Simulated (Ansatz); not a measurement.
Relaxation of CoPt₂ with UKS PBE0-D4/def2-TZVP.

```sh
$ ansatz run in.yaml --threads 4 --pin off --events-out ev --progress --plain --max-ram 3916MiB
```

```yaml
crystal:
  periodic: [false, false, false]
  atoms:
    - {symbol: Pt, position_ang: [0.568500, -0.465480, 0.013720]}
    - {symbol: Pt, position_ang: [-0.304160, 0.416050, -1.985610]}
    - {symbol: Co, position_ang: [-0.264340, 0.049430, 1.971890]}
basis:
  gaussian: {orbitals: def2-TZVP}
magnetization: {spin_polarized: true, initial_magnetization: 1}
hamiltonian: {xc: pbe0, dispersion: d4}
scf: {lower_state_search: "off"}
output: {orbitals: {seedname: orbitals}}
relax: {f_tol: 0.02, max_steps: 100}
```

It took 48 s on 4 threads of Arm Neoverse V2 on a shared host.

Positions (Å) and forces (eV/Å) at steps 1, 2, 3, 4, 5, 6, 7, 8, 9 of 9:

```xyz
3
step=1 energy=-44113.9963 eV
Pt    0.569   -0.465    0.014    1.359   -1.074   -0.425
Pt   -0.304    0.416   -1.986   -0.593    0.568   -0.986
Co   -0.264    0.049    1.972   -0.766    0.507    1.411
3
step=2 energy=-44114.1766 eV
Pt    0.660   -0.541    0.016    0.154   -0.077   -0.584
Pt   -0.351    0.456   -2.007    0.070   -0.098    0.486
Co   -0.310    0.085    1.991   -0.225    0.175    0.098
3
step=3 energy=-44114.2885 eV
Pt    0.810   -0.661   -0.005   -0.199    0.205   -0.505
Pt   -0.417    0.495   -1.829    0.270   -0.277    0.664
Co   -0.393    0.166    1.834   -0.071    0.071   -0.159
3
step=4 energy=-44114.4279 eV
Pt    0.909   -0.739   -0.038   -0.008    0.019   -0.140
Pt   -0.455    0.509   -1.633    0.062   -0.093    0.497
Co   -0.454    0.230    1.671   -0.054    0.074   -0.357
3
step=5 energy=-44114.6470 eV
Pt    0.996   -0.809   -0.053    0.111   -0.093    0.031
Pt   -0.493    0.525   -1.443   -0.076    0.005    0.679
Co   -0.502    0.284    1.496   -0.035    0.088   -0.709
3
step=6 energy=-44114.9261 eV
Pt    1.062   -0.863   -0.043    0.319   -0.261   -0.001
Pt   -0.534    0.543   -1.258   -0.166    0.100    0.418
Co   -0.527    0.321    1.301   -0.153    0.160   -0.418
3
step=7 energy=-44114.8122 eV rejected
Pt    1.146   -0.932   -0.046   -0.271    0.210    0.136
Pt   -0.576    0.562   -1.082    0.033    0.135   -1.922
Co   -0.570    0.370    1.128    0.238   -0.345    1.787
3
step=8 energy=-44114.9807 eV
Pt    1.107   -0.901   -0.044   -0.074    0.058    0.026
Pt   -0.558    0.555   -1.183    0.021   -0.019    0.020
Co   -0.549    0.345    1.227    0.052   -0.039   -0.045
3
step=9 energy=-44114.9813 eV
Pt    1.103   -0.897   -0.039    0.008   -0.007    0.002
Pt   -0.558    0.556   -1.184   -0.006    0.006   -0.009
Co   -0.544    0.341    1.223   -0.002    0.001    0.006
```

In the def2 sets Pt takes a core potential; there is no spin–orbit coupling. The charge 0 doublet is spin-contaminated (final ⟨S²⟩ up to 1.79, 0.75 for a pure state). The relaxation made no stability test and no search for a lower SCF solution. No other spin state of charge 0 was run. The structure comes from a short search, and lower isomers may exist.
